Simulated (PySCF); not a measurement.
Field gradients from PBE0/pcSseg-1 densities (PySCF, non-relativistic) at GFN2-xTB geometries, isolated species, one conformer each; χzz is the principal value of largest magnitude, with Q(14N) = 0.02044 b, Q(17O) = −0.0256 b, Q(35Cl) = −0.0817 b. GFN2-xTB bond lengths can be off by several hundredths of an ångström, more for odd bonds, and the gradients follow them. With a basis this small, the couplings can be 20 % off.

Problem. These 14N couplings (χzz in MHz, η) are listed in rising order: (-6.219, 0.03); (-5.282, 0.36); (-4.712, 0.27); (-2.682, 0.04); (-0.316, 0.82); (0.454, 0.72). Assign them to: N7 (silicon-bound nitrogen) in `[CH3:1][CH2:2][Si@@H:3]([NH2:4])[S:5][SiH2:6][NH2:7]`; N6 (silicon-bound nitrogen) in `[N:1]#[C:2][C@H:3]1[CH2:4][CH2:5][N:6]([SiH2:7][PH2:8])[CH2:9]1`; the tertiary amine nitrogen of `CC(C)(CCF)N1CCC1`; N10 (pyrrole-type nitrogen) in `[F:1][C:2]([F:3])([F:4])[c:5]1[n:6][c:7]([Cl:8])[cH:9][nH:10]1`; the ammonium nitrogen of `C[NH2+]CC(F)F`; the ammonium nitrogen of `C#CC1C[N+](C)(C)C1`.

Solution. -6.219 MHz, η 0.03: the tertiary amine nitrogen of `CC(C)(CCF)N1CCC1`; -5.282 MHz, η 0.36: N6 (silicon-bound nitrogen) in `[N:1]#[C:2][C@H:3]1[CH2:4][CH2:5][N:6]([SiH2:7][PH2:8])[CH2:9]1`; -4.712 MHz, η 0.27: N7 (silicon-bound nitrogen) in `[CH3:1][CH2:2][Si@@H:3]([NH2:4])[S:5][SiH2:6][NH2:7]`; -2.682 MHz, η 0.04: N10 (pyrrole-type nitrogen) in `[F:1][C:2]([F:3])([F:4])[c:5]1[n:6][c:7]([Cl:8])[cH:9][nH:10]1`; -0.316 MHz, η 0.82: the ammonium nitrogen of `C#CC1C[N+](C)(C)C1`; 0.454 MHz, η 0.72: the ammonium nitrogen of `C[NH2+]CC(F)F`.

Problem. Rank these 17O sites by the size of the quadrupole coupling, smallest first.
A. O7 (amide oxygen) in `[CH2:1]=[CH:2][O:3][C:4](=[CH2:5])[C:6](=[O:7])[N:8]([CH3:9])[CH3:10]`
B. O3 (sulfonyl oxygen) in `[O:1]=[S:2]1(=[O:3])[CH2:4][CH2:5][CH:6]([NH:7][SiH3:8])[CH2:9][CH2:10]1`
C. The enolate oxygen of `CC/C([O-])=C/Cl`

Solution. B (7.969 MHz), C (8.305 MHz), A (9.852 MHz).

Problem. Rank these 35Cl sites by the size of the quadrupole coupling, smallest first.
A. The aryl chlorine of `Cc1cc(Cl)cpc1C`
B. The aryl chlorine of `FC(F)(F)c1nc(Cl)c[nH]1`
C. The vinyl chlorine of `CC/C([O-])=C/Cl`

Solution. C (65.86 MHz), A (74.33 MHz), B (77.62 MHz).

All sites together:

| nucleus | site | Vzz (au) | η | χzz (MHz) |
| --- | --- | --- | --- | --- |
| 14N | N7 (silicon-bound nitrogen) in [CH3:1][CH2:2][Si@@H:3]([NH2:4])[S:5][SiH2:6][NH2:7] | -0.981 | 0.27 | -4.712 |
| 14N | N6 (silicon-bound nitrogen) in [N:1]#[C:2][C@H:3]1[CH2:4][CH2:5][N:6]([SiH2:7][PH2:8])[CH2:9]1 | -1.100 | 0.36 | -5.282 |
| 14N | the tertiary amine nitrogen of CC(C)(CCF)N1CCC1 | -1.295 | 0.03 | -6.219 |
| 14N | N10 (pyrrole-type nitrogen) in [F:1][C:2]([F:3])([F:4])[c:5]1[n:6][c:7]([Cl:8])[cH:9][nH:10]1 | -0.558 | 0.04 | -2.682 |
| 14N | the ammonium nitrogen of C[NH2+]CC(F)F | 0.094 | 0.72 | 0.454 |
| 14N | the ammonium nitrogen of C#CC1C[N+](C)(C)C1 | -0.066 | 0.82 | -0.316 |
| 17O | O7 (amide oxygen) in [CH2:1]=[CH:2][O:3][C:4](=[CH2:5])[C:6](=[O:7])[N:8]([CH3:9])[CH3:10] | -1.638 | 0.05 | 9.852 |
| 17O | the enolate oxygen of CC/C([O-])=C/Cl | -1.381 | 0.73 | 8.305 |
| 17O | O3 (sulfonyl oxygen) in [O:1]=[S:2]1(=[O:3])[CH2:4][CH2:5][CH:6]([NH:7][SiH3:8])[CH2:9][CH2:10]1 | 1.325 | 0.08 | -7.969 |
| 35Cl | the aryl chlorine of Cc1cc(Cl)cpc1C | 3.872 | 0.09 | -74.33 |
| 35Cl | the vinyl chlorine of CC/C([O-])=C/Cl | 3.431 | 0.02 | -65.86 |
| 35Cl | the aryl chlorine of FC(F)(F)c1nc(Cl)c[nH]1 | 4.044 | 0.06 | -77.62 |
